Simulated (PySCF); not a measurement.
Electronic structure of Mg (magnesium, neutral) at the UHF level

Configuration: [Ne] 3s2, closed-shell 1S. Computed with PySCF 2.14 in dyall-av3z (20s13p6d4f, 117 functions), with the non-relativistic Hamiltonian (point nucleus).

- Total energy: -199.614455 hartree
- One-electron energy: -279.4305 hartree
- Hartree (Coulomb) energy: 95.8103 hartree
- Exchange energy: -15.9943 hartree
- Kinetic energy: 199.61412 hartree
- ⟨S²⟩: 0.0000
- ⟨L²⟩: 0.000
- Sum of ⟨r⟩: 12.26 bohr
- Sum of ⟨r²⟩: 29.61 bohr²
- Density at the nucleus (Gaussians lack the cusp): 1090 bohr⁻³
- Langevin diamagnetic susceptibility: -23.5 ×10⁻⁶ cm³/mol

| shell | electrons | mean orbital energy (hartree) | rms radius, mean of both spins (bohr) |
| --- | --- | --- | --- |
| 1s | 2 | -49.03177 | 0.152 |
| 2s | 2 | -3.76773 | 0.756 |
| 2p | 6 | -2.28221 | 0.773 |
| 3s | 2 | -0.25305 | 3.52 |

Spin-orbit constants ζ (cm⁻¹) from the X2C one-electron operator on these orbitals (non-relativistic here): bare nucleus, nucleus screened by l(l+1)(2l+1)/3 electrons, and screened by the Breit-Pauli mean field of the electrons.

| shell | bare | screened nucleus | mean field |
| --- | --- | --- | --- |
| 2p | 1735 | 1446 | 1315 |
